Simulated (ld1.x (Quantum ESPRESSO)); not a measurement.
Transferability test, TM semilocal potential for Ti

| Property | Result |
| --- | --- |
| Element | Ti (Z = 22) |
| Generator | ld1.x (Quantum ESPRESSO) 7.5 |
| Type | norm-conserving Troullier–Martins (semilocal form) |
| Functional | PBE |
| Relativity | scalar-relativistic |
| Frozen core | [Ar] |
| Valence charge | 4 |
| Reference configuration | 3d2 4s0 4p0 (charge +2) |
| Partial waves | 4s (bound, empty): rc 2.70 bohr; 3d (bound): rc 2.15 bohr; 4p (bound, empty): rc 2.25 bohr |
| Local potential | the p channel |
| Core correction | Bessel-smoothed model core inside 1.60 bohr |

Energies are relative to the spin-unpolarised reference configuration 3d2 4s0 4p0; without spin polarisation the order of configurations can differ from experiment.

```json
{"valence configuration": "3d2 4s2 4p0", "charge": "0", "ΔE all-electron (eV)": "-20.919", "error AE − PS (meV)": "-15"}
{"valence configuration": "3d2 4s1 4p0", "charge": "+1", "ΔE all-electron (eV)": "-13.572", "error AE − PS (meV)": "-6.9"}
{"valence configuration": "3d1 4s0 4p0", "charge": "+3", "ΔE all-electron (eV)": "26.948", "error AE − PS (meV)": "-378"}
{"valence configuration": "3d2 4s1.5 4p0", "charge": "+0.5", "ΔE all-electron (eV)": "-17.982", "error AE − PS (meV)": "-11"}
{"valence configuration": "3d3 4s0 4p0", "charge": "+1", "ΔE all-electron (eV)": "-13.524", "error AE − PS (meV)": "-193"}
{"valence configuration": "3d1 4s2 4p0", "charge": "+1", "ΔE all-electron (eV)": "-11.174", "error AE − PS (meV)": "-343"}
```

Q: What are ΔE and the potential's error for 3d3 4s1 4p0?

A: ΔE = -19.813 eV all-electron; the error (AE − PS) is -113 meV.
